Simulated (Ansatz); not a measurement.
Geometry optimisation, UHF/6-31G* (Ansatz 0.2.0).

The input (input.yaml):

```yaml
crystal:
  periodic: [false, false, false]
  atoms:
    - { symbol: B, position_ang: [0.0, 0.0, 0.0] }
    - { symbol: Cl, position_ang: [0.0, 0.0, 2.11] }
    - { symbol: H, position_ang: [1.0305, 0.0, -0.595] }
    - { symbol: "N", position_ang: [-1.3423, 0.0, -0.775] }
    - { symbol: H, position_ang: [-2.0112, -0.8164, -0.6764] }
    - { symbol: H, position_ang: [-1.5914, 0.8164, -1.4036] }
    - { symbol: Cl, position_ang: [0.0, 0.0, 4.45] }
magnetization:
  spin_polarized: true
  initial_magnetization: 1
basis:
  gaussian: { orbitals: "6-31G*" }
hamiltonian:
  xc: hf
relax:
  f_tol: 0.15
  max_steps: 25
  restrain:
    - { distance: [1, 6], at: 2.04, k: 30.0 }
    - { distance: [0, 1], at: 3.06, k: 30.0 }
output:
  orbitals: {}
```

Run as:

```bash
$ ansatz run input.yaml --threads 1 --pin off --max-ram 2048MiB --backend cpu --events-out ev --progress --plain --runs-dir out
```

Where does it end, and by what steps?

The run converged. The restraints hold the end off the free minimum; the threshold counts their pulls, which the force column leaves out. Restrained pairs: Cl2–Cl7 (2.34 → 2.04 Å), B1–Cl2 (2.11 → 3.06 Å). After 11 steps the energy has risen by 0.426 eV (the restraints' own energy left out); H6 moved furthest, 0.87 Å.

```tsv
step	energy less start (eV)	largest force component (eV/Å)	accepted
0	0.0000	6.020	yes
1	0.7513	4.749	yes
2	1.2419	2.204	yes
3	0.7320	1.816	yes
4	0.5305	1.180	yes
5	0.4713	0.511	yes
6	0.4565	0.417	yes
7	0.4420	0.429	yes
8	0.4360	0.244	yes
9	0.4316	0.317	yes
10	0.4272	0.213	yes
11	0.4261	0.220	yes
```

```xyz
7
Properties=species:S:1:pos:R:3
B -0.049 0.083 -0.324
Cl 0.024 -0.079 2.729
H 0.969 0.308 -0.895
N -1.296 -0.006 -0.901
H -2.124 -0.189 -0.378
H -1.456 0.103 -1.882
Cl 0.018 -0.220 4.761
```

Time of the run: 25 s on 1 thread of Arm Neoverse V1 (shared host), peak memory 0.17 GiB.
